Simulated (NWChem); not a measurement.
## One site exchanged: In, B, Cu, Al

Each species was optimised at PBE0/def2-SVP with NWChem, gas phase unless a solvent is named. Low-valent species are run as closed-shell singlets; no triplet was tried in these runs. def2 effective core potentials on In; no spin-orbit coupling.

A: [InH] (InH)
B: [BH] (BH)
C: [CuH] (CuH)
D: [AlH] (AlH)

| quantity | A (In) | B (B) | C (Cu) | D (Al) |
|---|---|---|---|---|
| Pauling electronegativity of the site (pymatgen's table) | 1.78 | 2.04 | 1.90 | 1.61 |
| electrons in the molecule | 50 | 6 | 30 | 14 |
| dipole (D), PBE0/def2-SVP | 0.64 | 1.60 | 2.77 | 0.10 |
| orbital gap (eV), PBE0/def2-SVP | 3.94 | 4.30 | 4.79 | 4.01 |
| vertical ionisation energy, ΔSCF, PBE/def2-SVP (eV) | 7.93 | 9.56 | 9.15 | 8.12 |
| vertical ionisation energy, ΔSCF, B3LYP/def2-SVP (eV) | 8.05 | 9.67 | 9.22 | 8.23 |
| static polarisability, B3LYP/def2-SVPD (bohr³) | 50.6 | 22.3 | 33.0 | 45.4 |
| lowest singlet excitation, B3LYP/def2-SVPD, TDA (eV) | 2.80 | 2.87 | 3.05 | 3.02 |

“Dipole (D), PBE0/def2-SVP” runs from 0.10 in D (Al) to 2.77 in C (Cu), in no step with either the site's electronegativity or the electron count. “Orbital gap (eV), PBE0/def2-SVP” runs from 3.94 in A (In) to 4.79 in C (Cu), in no step with either the site's electronegativity or the electron count. “Vertical ionisation energy, ΔSCF, PBE/def2-SVP (eV)” runs from 7.93 in A (In) to 9.56 in B (B), in no step with either the site's electronegativity or the electron count. “Vertical ionisation energy, ΔSCF, B3LYP/def2-SVP (eV)” runs from 8.05 in A (In) to 9.67 in B (B), in no step with either the site's electronegativity or the electron count. “Static polarisability, B3LYP/def2-SVPD (bohr³)” runs from 22.3 in B (B) to 50.6 in A (In), in no step with either the site's electronegativity or the electron count. “Lowest singlet excitation, B3LYP/def2-SVPD, TDA (eV)” runs from 2.80 in A (In) to 3.05 in C (Cu), in no step with either the site's electronegativity or the electron count. The order by orbital gap (eV) is neither the same as nor the reverse of the order by lowest singlet excitation. The order by vertical ionisation energy is the reverse of the order by static polarisability.

These are trends among computed rows of three or four species; they are not measurements.
